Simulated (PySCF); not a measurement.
**Electron correlation in Ar²⁺ (argon, charge +2)**

[Ne] 3s1 3p5, high-spin 3P determinant (an excited configuration). Calculation: PySCF 2.14, in def2-QZVPPD; the non-relativistic Hamiltonian (point nucleus). Frozen: 1s2; 14 electrons correlated.

```
  level  correlation energy (mhartree)
   CCSD                        -440.27
    (T)                         -24.71
CCSD(T)                        -464.98
```

Diagnostics: T1 = 0.0090, D1 = 0.0269, largest double amplitude 0.170.

A double-excitation amplitude exceeds 0.15, a sign of near-degeneracy.

Cost of the coupled-cluster step: about 50 core-seconds, for 14 correlated electrons.

Iterations:

```
CC2 = 0
CCSD nocc = (np.int64(8), np.int64(6)), nmo = (78, 78)
frozen orbitals [[0], [0]]
max_cycle = 100
direct = 0
conv_tol = 1e-08
conv_tol_normt = 1e-06
diis_space = 8
diis_start_cycle = 0
Init t2, MP2 energy = -0.384195145354805
Init E_corr(UCCSD) = -0.384195145357399
cycle = 1  E_corr(UCCSD) = -0.409382014404098  dE = -0.025186869  norm(t1,t2) = 0.101823
cycle = 2  E_corr(UCCSD) = -0.423216263910102  dE = -0.0138342495  norm(t1,t2) = 0.0624231
cycle = 3  E_corr(UCCSD) = -0.440753552709528  dE = -0.0175372888  norm(t1,t2) = 0.0384358
cycle = 4  E_corr(UCCSD) = -0.439585742166324  dE = 0.00116781054  norm(t1,t2) = 0.00462975
cycle = 5  E_corr(UCCSD) = -0.440464239616243  dE = -0.00087849745  norm(t1,t2) = 0.00263908
cycle = 6  E_corr(UCCSD) = -0.440258791739358  dE = 0.000205447877  norm(t1,t2) = 0.00125318
cycle = 7  E_corr(UCCSD) = -0.440251245756443  dE = 7.54598292e-06  norm(t1,t2) = 0.000444002
cycle = 8  E_corr(UCCSD) = -0.44028320214901  dE = -3.19563926e-05  norm(t1,t2) = 0.00016484
cycle = 9  E_corr(UCCSD) = -0.44026852866543  dE = 1.46734836e-05  norm(t1,t2) = 6.47106e-05
cycle = 10  E_corr(UCCSD) = -0.440274908212641  dE = -6.37954721e-06  norm(t1,t2) = 2.08746e-05
cycle = 11  E_corr(UCCSD) = -0.440273526148492  dE = 1.38206415e-06  norm(t1,t2) = 4.82016e-06
cycle = 12  E_corr(UCCSD) = -0.440273603750327  dE = -7.76018341e-08  norm(t1,t2) = 1.35553e-06
cycle = 13  E_corr(UCCSD) = -0.440273539803945  dE = 6.39463812e-08  norm(t1,t2) = 4.99986e-07
cycle = 14  E_corr(UCCSD) = -0.440273554423474  dE = -1.46195288e-08  norm(t1,t2) = 9.76007e-08
cycle = 15  E_corr(UCCSD) = -0.44027355349033  dE = 9.33144007e-10  norm(t1,t2) = 2.50431e-08
UCCSD converged
E(UCCSD) = -525.1272304059758  E_corr = -0.4402735534903301
UCCSD(T) correction = -0.0247073887803813
```

This basis was not built for core-valence correlation, so the inner-shell part is incomplete.
